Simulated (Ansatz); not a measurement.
Interaction energy ladder

The pair of H2 (SMILES [H][H], atoms 1–2) and Cl2 (SMILES ClCl, atoms 3–4), both closed shells, in one local arrangement (a lower one may exist), relaxed at PBE0-D4/def2-TZVP:

```
atom    x (Å)    y (Å)    z (Å)
  H1  -0.1176  -0.2809  -2.0624
  H2   0.0151  -0.0216  -1.3754
 Cl3  -0.4321  -0.6981   1.8838
 Cl4   0.5346   1.0005   1.5541
```

Computed with Ansatz 0.2.0 (basis: def2-TZVPPD, with def2-QZVPPD for the basis limit); correlated methods freeze the cores. B3LYP uses VWN-RPA correlation. Extrapolation: Hartree–Fock as exp(−7.88 √X), correlation as X^−2.97. Interaction energies count from these two fragments, frozen as in the pair, with the counterpoise correction; negative means bound.

(1) What is the interaction energy by CCSD(T) at an estimated basis limit (MP2 extrapolated from triple and quadruple zeta, plus CCSD(T) − MP2 in triple zeta)? (An estimate is asked for; the value comes from the calculation.)

(2) Which atoms make the shortest contact between the fragments?

T1 diagnostic: at most 0.009.

## Answers

(1) By the calculation: -0.33 kcal/mol. Hartree–Fock alone gives 0.34 kcal/mol at the basis limit, so without correlation the pair would not bind at this distance. It counts from the two fragments frozen as in the pair.

The same quantity by other methods in triple zeta, and each one's difference from that estimate:
```
   method  E_int (kcal/mol)  difference
   PBE-D4             -0.50       -0.17
revPBE-D4             -0.25        0.08
  BLYP-D4             -0.11        0.23
r2SCAN-D4             -0.17        0.16
   B97M-V             -0.35       -0.02
  PBE0-D4             -0.40       -0.07
 B3LYP-D4             -0.21        0.12
 HSE06-D4             -0.41       -0.08
  wB97X-V             -0.35       -0.02
  wB97M-V             -0.31        0.03
   B2PLYP              0.01        0.35
       HF              0.35        0.68
      MP2             -0.27        0.07
     CCSD             -0.16        0.18
  CCSD(T)             -0.23        0.10
```
Differences are method less estimate.

(2) H2 and Cl4, 3.15 Å apart.

Basis-set superposition shift (counterpoise-corrected less uncorrected): CCSD(T) 0.20; MP2 0.18; HF 0.06; PBE0-D4 0.05; wB97M-V 0.05 kcal/mol.

For scale, one of the runs: CCSD(T)/def2-TZVPPD, 136 basis functions, launched by `ansatz run in.yaml --threads 2 --pin off --events-out ev --progress --plain --max-ram 5222MiB`. Hardware: 2 CPU threads, shared host. Wall time 4.9 s; peak host memory 0.76 GiB.
